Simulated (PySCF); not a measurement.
Computed shifts of a molecule H₁₁NSi₄, PBE0/pcSseg-1 (PySCF), GIAO, gas phase, atoms alike by connectivity averaged where their shifts nearly agree, in ppm (number of nuclei): ¹⁵N: -2.4 (1). ²⁹Si: -46.5 (1), -101.2 (2), -104.3 (1). ¹H: 3.97 (6), 3.79 (3), -0.17 (2). References: ¹⁵N against NH3 (σ = 267.4 ppm); ²⁹Si against TMS (σ = 352.7 ppm); ¹H against TMS (σ = 31.56 ppm), references at their B3LYP-D3(BJ)/def2-TZVP geometries, non-relativistic. Coordinates come from a r2SCAN-D4/def2-SVP optimisation. Other conformers were not sampled.

Problem. Identify the compound among the candidates.
(A) N[SiH2][SiH]([SiH3])[SiH3]
(B) N[Si]([SiH3])([SiH3])[SiH3]
(C) [SiH3][SiH2]N[SiH2][SiH3]
(D) N[Si@@H]([SiH3])[SiH2][SiH3]

Solution. B, N[Si]([SiH3])([SiH3])[SiH3]
